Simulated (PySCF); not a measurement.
GaBr₂, SMILES [Br][Ga][Br], multiplicity 2.

Geometry: B3LYP-D3(BJ)/def2-SVP. The spin state was assumed, not searched. The isomer is the one that the SMILES or the coordinates give; other isomers of the formula were not compared.

The numbers are results of B3LYP-D3(BJ)/def2-SVP run with PySCF, not measurements.

Frequencies are harmonic and unscaled.

```csv
mode,ν (cm⁻¹),IR (km/mol),moving atoms (share of kinetic energy)
1,74,1.1,"Br 71 %, Ga 29 %"
2,237,10.8,"Br 59 %, Ga 41 %"
3,299,57.8,"Ga 63 %, Br 37 %"
```
